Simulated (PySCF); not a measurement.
# Two-component Hartree-Fock for Tl(54+) (thallium, charge +54)

Start: [Ar] 3d9; 3d3/2 filled at m_j = -1/2, +1/2, +3/2; 3d5/2 filled at m_j = -5/2, -3/2, -1/2, +1/2, +3/2, +5/2. Calculated with PySCF 2.14 in an uncontracted even-tempered set (15 s from 15 bohr⁻², ratio 2.8; 13 p from 20 bohr⁻², ratio 2.8; 8 d from 20 bohr⁻², ratio 2.8; 3 f from 72 bohr⁻², ratio 3): generalised Hartree-Fock with the X2C-1e Hamiltonian and a Gaussian nucleus; one run each with spin-orbit coupling (SO) screened by Boettger's factors, then bare. This is a chosen level, not necessarily the ground level.

| spinor shell | electrons | ε, screened SO (eV) | ε, bare SO (eV) | weight of nominal j (bare SO) | rms radius, bare SO (bohr) |
| --- | --- | --- | --- | --- | --- |
| 1s1/2 | 2 | -89195.3 | -89193.7 | 1.000 | 0.0184 |
| 2s1/2 | 2 | -18592.9 | -18592.5 | 1.000 | 0.0741 |
| 2p1/2 | 2 | -17964.4 | -18011.9 | 1.000 | 0.0624 |
| 2p3/2 | 4 | -15886.2 | -15872.6 | 1.000 | 0.0708 |
| 3s1/2 | 2 | -6679.0 | -6679.0 | 1.000 | 0.185 |
| 3p1/2 | 2 | -6400.3 | -6411.4 | 1.000 | 0.176 |
| 3p3/2 | 4 | -5909.0 | -5905.7 | 1.000 | 0.192 |
| 3d3/2 | 3 | -5491.6 | -5501.2 | 0.999 | 0.166 |
| 3d5/2 | 6 | -5385.8 | -5380.1 | 1.000 | 0.170 |

```json
{"quantity": "E (hartree)", "screened SO": "-17882.44743", "bare SO": "-17884.11321"}
{"quantity": "M_J", "screened SO": "3/2", "bare SO": "3/2"}
{"quantity": "⟨J²⟩", "screened SO": "3.750", "bare SO": "3.750"}
{"quantity": "⟨L²⟩", "screened SO": "6.091", "bare SO": "6.097"}
{"quantity": "⟨S²⟩", "screened SO": "0.841", "bare SO": "0.847"}
```

Each row is a mean over spinors that exchange with the open shell spreads, by up to 27.998 eV (3p1/2).

Breit and QED terms are absent; they matter most for the inner s and p1/2 levels.

Densities and radii are taken from the X2C orbitals without a picture-change correction, which distorts them close to the nucleus.
